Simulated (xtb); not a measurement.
CH5GaN (SMILES [CH3][Ga][NH2]), doublet, from a rough starting geometry (GFN-xTB shapes and energies of metal compounds can be far from the true ones) (the spin is typed, not shown lowest); GFN2-xTB (xtb).

Here is a job for xtb.
```
$ xtb mol.xyz --gfn 2 --uhf 1 --opt vtight --json

# file mol.xyz
8

Ga     0.53940776     0.32467457     1.03110576
C     -0.18652728     1.29920940    -0.78807002
H     -1.20999093     1.69721352    -0.56651079
H     -0.33137160     0.46438133    -1.48342568
H      0.40689505     1.95934739    -1.10940693
N      0.50670063    -1.58310704     0.93335021
H     -0.32662434    -2.00925191     0.40500595
H      0.76115258    -2.18224024     1.65119533
```

What the program printed (banner, timings and long lists left out):

```
   ID    Z sym.   atoms
    1   31 Ga     1
    2    6 C      2
    3    1 H      3-5, 7, 8
    4    7 N      6

           -------------------------------------------------
          |                Calculation Setup                |
           -------------------------------------------------

           -------------------------------------------------
          |                 G F N 2 - x T B                 |
           -------------------------------------------------

          ...................................................
          :                      SETUP                      :
          :.................................................:
          :  # basis functions                  23          :
          :  # atomic orbitals                  22          :
          :  # shells                           12          :
          :  # electrons                        17          :
          :  max. iterations                   250          :
          :  Hamiltonian                  GFN2-xTB          :
          :  restarted?                      false          :
          :  GBSA solvation                  false          :
          :  PC potential                    false          :
          :  electronic temp.          300.0000000     K    :
          :  accuracy                    1.0000000          :
          :  -> integral cutoff          0.2500000E+02      :
          :  -> integral neglect         0.1000000E-07      :
          :  -> SCF convergence          0.1000000E-05 Eh   :
          :  -> wf. convergence          0.1000000E-03 e    :
          :  Broyden damping             0.4000000          :
          :  net charge                          0          :
          :  unpaired electrons                  1          :
          ...................................................

 iter      E             dE          RMSdq      gap      omega  full diag
   1     -8.8188069 -0.881881E+01  0.115E+01    4.00       0.0  T
   2     -8.8500311 -0.312241E-01  0.458E+00    4.44       1.0  T
   3     -8.8407346  0.929653E-02  0.371E+00    4.51       1.0  T
   4     -8.8540524 -0.133179E-01  0.154E+00    4.38       1.0  T
   5     -8.8553296 -0.127714E-02  0.285E-01    4.45       1.0  T
   6     -8.8553765 -0.469718E-04  0.723E-02    4.45       1.0  T
   7     -8.8553802 -0.362475E-05  0.330E-02    4.45       1.1  T
   8     -8.8553801  0.105326E-06  0.217E-02    4.46       1.6  T
   9     -8.8553804 -0.383625E-06  0.448E-03    4.46       7.9  T
  10     -8.8553805 -0.204316E-07  0.723E-04    4.45      48.9  T
  11     -8.8553805  0.563780E-10  0.444E-04    4.45      79.6  T

   *** convergence criteria satisfied after 11 iterations ***

         :::::::::::::::::::::::::::::::::::::::::::::::::::::
         ::                     SUMMARY                     ::
         :::::::::::::::::::::::::::::::::::::::::::::::::::::
         :: total energy              -8.732742848770 Eh    ::
         :: gradient norm              0.221260287277 Eh/a0 ::
         :: HOMO-LUMO gap              4.454995992332 eV    ::
         ::.................................................::
         :: SCC energy                -8.855380014405 Eh    ::
         :: -> isotropic ES            0.022521926222 Eh    ::
         :: -> anisotropic ES          0.002791023845 Eh    ::
         :: -> anisotropic XC          0.004530949103 Eh    ::
         :: -> dispersion             -0.002889901777 Eh    ::
         :: repulsion energy           0.122637165635 Eh    ::
         :: add. restraining           0.000000000000 Eh    ::
         :: total charge               0.000000000000 e     ::
         :::::::::::::::::::::::::::::::::::::::::::::::::::::

      -----------------------------------------------------------
     |                   =====================                   |
     |                        A N C O P T                        |
     |                   =====================                   |
     |               Approximate Normal Coordinate               |
     |                Rational Function Optimizer                |
      -----------------------------------------------------------
      -----------------------------------------------------------
     |                   =====================                   |
     |                        A N C O P T                        |
     |                   =====================                   |
     |               Approximate Normal Coordinate               |
     |                Rational Function Optimizer                |
      -----------------------------------------------------------

          ...................................................
          :                      SETUP                      :
          :.................................................:
          :   optimization level         verytight          :
          :   max. optcycles                   200          :
          :   ANC micro-cycles                  20          :
          :   degrees of freedom                18          :
          :.................................................:
          :   RF solver                   davidson          :
          :   write xtbopt.log                true          :
          :   linear?                        false          :
          :   energy convergence         0.1000000E-06 Eh   :
          :   grad. convergence          0.2000000E-03 Eh/α :
          :   maxmium RF displ.          1.0000000          :
          :   Hlow (freq-cutoff)         0.1000000E-01      :
          :   Hmax (freq-cutoff)         5.0000000          :
          :   S6 in model hess.         20.0000000          :
          ...................................................

generating ANC from exact Hessian ...
Using Lindh-Hessian (1995)
 Shifting diagonal of input Hessian by    8.8539009745546484E-003
 Lowest  eigenvalues of input Hessian
[...]
 * total energy  :    -8.7536858 Eh     change       -0.1515408E-06 Eh
 * total energy  :    -8.7536859 Eh     change       -0.1410149E-06 Eh
 * total energy  :    -8.7536861 Eh     change       -0.1322682E-06 Eh
 * total energy  :    -8.7536862 Eh     change       -0.1239758E-06 Eh
 * total energy  :    -8.7536863 Eh     change       -0.1164197E-06 Eh
 * total energy  :    -8.7536864 Eh     change       -0.1110120E-06 Eh
 * total energy  :    -8.7536865 Eh     change       -0.1089877E-06 Eh
 * total energy  :    -8.7536866 Eh     change       -0.1114886E-06 Eh
 * total energy  :    -8.7536868 Eh     change       -0.1184353E-06 Eh
 * total energy  :    -8.7536869 Eh     change       -0.1288205E-06 Eh
 * total energy  :    -8.7536870 Eh     change       -0.1404032E-06 Eh
 * total energy  :    -8.7536872 Eh     change       -0.1499578E-06 Eh
 * total energy  :    -8.7536872 Eh     change       -0.6367071E-07 Eh
   *** GEOMETRY OPTIMIZATION CONVERGED AFTER 94 ITERATIONS ***
[...]

 iter      E             dE          RMSdq      gap      omega  full diag
   1     -8.8466076 -0.884661E+01  0.190E-05    4.40       0.0  T
   2     -8.8466076 -0.568434E-13  0.877E-06    4.40    4031.8  T
   3     -8.8466076 -0.284217E-13  0.907E-06    4.40    3898.7  T

   *** convergence criteria satisfied after 3 iterations ***

         :::::::::::::::::::::::::::::::::::::::::::::::::::::
         ::                     SUMMARY                     ::
         :::::::::::::::::::::::::::::::::::::::::::::::::::::
         :: total energy              -8.753687240036 Eh    ::
         :: gradient norm              0.000023551667 Eh/a0 ::
         :: HOMO-LUMO gap              4.402033540836 eV    ::
         ::.................................................::
         :: SCC energy                -8.846607225103 Eh    ::
         :: -> isotropic ES            0.022335935109 Eh    ::
         :: -> anisotropic ES          0.003033815976 Eh    ::
         :: -> anisotropic XC          0.004819308790 Eh    ::
         :: -> dispersion             -0.002886402618 Eh    ::
         :: repulsion energy           0.092919985066 Eh    ::
         :: add. restraining           0.000000000000 Eh    ::
         :: total charge              -0.000000000000 e     ::
         :::::::::::::::::::::::::::::::::::::::::::::::::::::

           -------------------------------------------------
          |                Property Printout                |
           -------------------------------------------------

    * Orbital Energies and Occupations

         #    Occupation            Energy/Eh            Energy/eV
      -------------------------------------------------------------
         1        2.0000           -0.5682545             -15.4630
         2        2.0000           -0.5667208             -15.4213
         3        2.0000           -0.4972578             -13.5311
         4        2.0000           -0.4835553             -13.1582
         5        2.0000           -0.4613845             -12.5549
         6        2.0000           -0.4603841             -12.5277
         7        2.0000           -0.3998817             -10.8813
         8        2.0000           -0.3649047              -9.9296
         9        1.0000           -0.3105819              -8.4514 (HOMO)
        10                         -0.1488102              -4.0493 (LUMO)
        11                         -0.0723250              -1.9681
        12                         -0.0510084              -1.3880
        13                          0.0247761               0.6742
        14                          0.0699658               1.9039
        15                          0.0779349               2.1207
        16                          0.1220078               3.3200
        17                          0.1738137               4.7297
        18                          0.2142119               5.8290
        19                          0.2265142               6.1638
        20                          0.2630520               7.1580
       ...                                ...                  ...
        22                          0.8850282              24.0828
      -------------------------------------------------------------
                  HL-Gap            0.1617718 Eh            4.4020 eV
             Fermi-level           -0.2837197 Eh           -7.7204 eV

     #   Z          covCN         q      C6AA      α(0)
     1  31 Ga       1.604     0.153   219.900    33.583
     2   6 C        3.575    -0.175    24.808     7.239
     3   1 H        0.925     0.047     2.353     2.399
     4   1 H        0.925     0.053     2.283     2.363
     5   1 H        0.925     0.050     2.326     2.385
     6   7 N        2.523    -0.435    31.402     8.322
     7   1 H        0.860     0.153     1.384     1.843
     8   1 H        0.860     0.155     1.367     1.831

 Mol. C6AA /au·bohr⁶  :       1011.809348
 Mol. C8AA /au·bohr⁸  :      53346.505489
 Mol. α(0) /au        :         59.966076

Wiberg/Mayer (AO) data.
largest (>0.10) Wiberg bond orders for each atom

 ---------------------------------------------------------------------------
     #   Z sym  total        # sym  WBO       # sym  WBO       # sym  WBO
 ---------------------------------------------------------------------------
     1  31 Ga   2.199 --     6 N    1.142     2 C    0.827
     2   6 C    3.811 --     5 H    0.950     3 H    0.946     4 H    0.946
                             1 Ga   0.827     6 N    0.137
     3   1 H    0.998 --     2 C    0.946
     4   1 H    0.997 --     2 C    0.946
     5   1 H    0.998 --     2 C    0.950
     6   7 N    3.144 --     1 Ga   1.142     8 H    0.932     7 H    0.928
                             2 C    0.137
     7   1 H    0.977 --     6 N    0.928
     8   1 H    0.976 --     6 N    0.932
 ---------------------------------------------------------------------------

Topologies differ in total number of bonds
Writing topology from bond orders to xtbtopo.mol

molecular dipole:
                 x           y           z       tot (Debye)
 q only:       -0.061       0.146       0.148
   full:       -0.117       0.190       0.281       0.912
molecular quadrupole (traceless):
                xx          xy          yy          xz          yz          zz
 q only:       -0.406       0.822       0.296       0.443      -0.619       0.110
  q+dip:       -1.459       1.353       1.211       1.287      -1.922       0.247
   full:        0.373       1.316      -0.450       0.523      -1.336       0.077

optimized geometry written to: xtbopt.xyz

           -------------------------------------------------
          | TOTAL ENERGY               -8.753687240036 Eh   |
          | GRADIENT NORM               0.000023551667 Eh/α |
          | HOMO-LUMO GAP               4.402033540836 eV   |
           -------------------------------------------------

normal termination of xtb
```
